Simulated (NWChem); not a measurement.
System: C2H4ClFSi; SMILES [SiH2](F)/C=C\Cl

Excerpt of the output:

```
             Northwest Computational Chemistry Package (NWChem) 7.3.0
             --------------------------------------------------------

                             Geometry "geometry" -> ""
                             -------------------------

 Output coordinates in angstroms (scale by  1.889725989 to convert to a.u.)

  No.       Tag          Charge          X              Y              Z
 ---- ---------------- ---------- -------------- -------------- --------------
    1 F                    9.0000    -0.06403700     2.75796300     0.00000000
    2 Si                  14.0000     0.46419400     1.21736000     0.00000000
    3 C                    6.0000    -1.05803800     0.13764400     0.00000000
    4 C                    6.0000    -1.02454200    -1.19502300     0.00000000
    5 Cl                  17.0000     0.46358100    -2.08312200     0.00000000
    6 H                    1.0000     1.28253300     1.01442600     1.22626400
    7 H                    1.0000     1.28253300     1.01442600    -1.22626400
    8 H                    1.0000    -2.05068900     0.60386200     0.00000000
    9 H                    1.0000    -1.90289200    -1.84677000     0.00000000

 Effective nuclear repulsion energy (a.u.)     264.4039084540

                              NWChem Property Module
                              ----------------------

  itol2e modified to match energy
  convergence criterion.

                                 NWChem DFT Module
                                 -----------------

 Summary of "ao basis" -> "ao basis" (spherical)
 ------------------------------------------------------------------------------
       Tag                 Description            Shells   Functions and Types
 ---------------- ------------------------------  ------  ---------------------
 F                           6-31g*                  6       14   3s2p1d
 Si                          6-31g*                  8       18   4s3p1d
 C                           6-31g*                  6       14   3s2p1d
 Cl                          6-31g*                  8       18   4s3p1d
 H                           6-31g*                  2        2   2s

  itol2e modified to match energy
  convergence criterion.

[...]

          -----------------------------------------
          Chemical Shielding Tensors (GIAO, in ppm)
          -----------------------------------------

                                NWChem CPHF Module
                                ------------------

  scftype          =     RHF
  nclosed          =       28
  nopen            =        0
  variables        =     1624
  # of vectors     =        3
  tolerance        = 0.10D-03
  level shift      = 0.00D+00
  max iterations   =       50
  max subspace     =       30

 SCF residual:    2.1698322158918027E-005

Iterative solution of linear equations
  No. of variables     1624
  No. of equations        3
  Maximum subspace       30
        Iterations       50
       Convergence  1.0D-04

   iter   nsub   residual    time
   ----  ------  --------  ---------
     1      3    4.93D-01      32.1
     2      6    4.04D-02      36.0
     3      9    2.04D-03      39.8
     4     12    7.29D-05      43.7

      Atom:    1  F
        Diamagnetic
    464.8121     -8.3772     -0.0000
     -8.3772    488.9859      0.0000
     -0.0000      0.0000    459.9244

        Paramagnetic
    -60.7335     21.4768      0.0000
     21.4768   -102.0370     -0.0000
      0.0000     -0.0000    -73.2257

        Total Shielding Tensor
    404.0786     13.0996      0.0000
     13.0996    386.9489      0.0000
      0.0000      0.0000    386.6987

           isotropic =     392.5754
          anisotropy =      27.8842

          Principal Components and Axis System
                 1           2           3
              411.1649    386.6987    379.8627

      1         0.8796     -0.0000     -0.4758
      2         0.4758     -0.0000      0.8796
      3         0.0000      1.0000      0.0000

      Atom:    2  Si
        Diamagnetic
    879.1691     -0.2854      0.0000
     -0.2854    887.8123     -0.0000
      0.0000     -0.0000    874.6992

        Paramagnetic
   -497.0302    -24.9145      0.0000
    -24.9145   -416.6757     -0.0000
      0.0000     -0.0000   -507.6981

        Total Shielding Tensor
    382.1389    -25.1999      0.0000
    -25.1999    471.1366     -0.0000
      0.0000     -0.0000    367.0011

           isotropic =     406.7589
          anisotropy =     106.5266

          Principal Components and Axis System
                 1           2           3
              477.7766    375.4989    367.0011

      1        -0.2548      0.9670     -0.0000
      2         0.9670      0.2548     -0.0000
      3        -0.0000      0.0000      1.0000

      Atom:    3  C
        Diamagnetic
    260.4107      4.2532     -0.0000
      4.2532    269.3355      0.0000
     -0.0000      0.0000    238.5840

        Paramagnetic
   -285.5376     11.9053      0.0000
     11.9053   -189.9982      0.0000
      0.0000      0.0000    -82.0994

        Total Shielding Tensor
    -25.1269     16.1584      0.0000
     16.1584     79.3373      0.0000
      0.0000      0.0000    156.4845

           isotropic =      70.2316
          anisotropy =     129.3793

          Principal Components and Axis System
                 1           2           3
              156.4845     81.7796    -27.5692

      1         0.0000      0.1494      0.9888
      2         0.0000      0.9888     -0.1494
      3         1.0000     -0.0000     -0.0000

      Atom:    4  C
        Diamagnetic
    265.9416     -5.5388     -0.0000
     -5.5388    268.1870      0.0000
     -0.0000      0.0000    243.8519

        Paramagnetic
   -314.5593      9.3769      0.0000
      9.3769   -185.3022      0.0000
      0.0000      0.0000   -112.0128

[...]
```

Level: B3LYP/6-31G* (spherical d), GIAO. The geometry was optimised at PBE0/def2-SVP. The output numbers the shielded atoms by their place in the input's list. The printed shielding anisotropy is the first printed principal value minus the mean of the other two.

Problem. Which NWChem input produces such a log?

Solution. This is not unique; one that fits is the input that was run:
```
start job
memory heap 200 mb stack 900 mb global 1100 mb
geometry units angstroms noautosym nocenter noautoz
  F     -0.064037     2.757963     0.000000
  Si     0.464194     1.217360     0.000000
  C     -1.058038     0.137644     0.000000
  C     -1.024542    -1.195023     0.000000
  Cl     0.463581    -2.083122     0.000000
  H      1.282533     1.014426     1.226264
  H      1.282533     1.014426    -1.226264
  H     -2.050689     0.603862     0.000000
  H     -1.902892    -1.846770     0.000000
end
basis spherical
  * library 6-31g*
end
dft
  xc b3lyp
  iterations 150
end
property
  shielding 8 1 2 3 4 5 6 8 9
end
task dft property
```
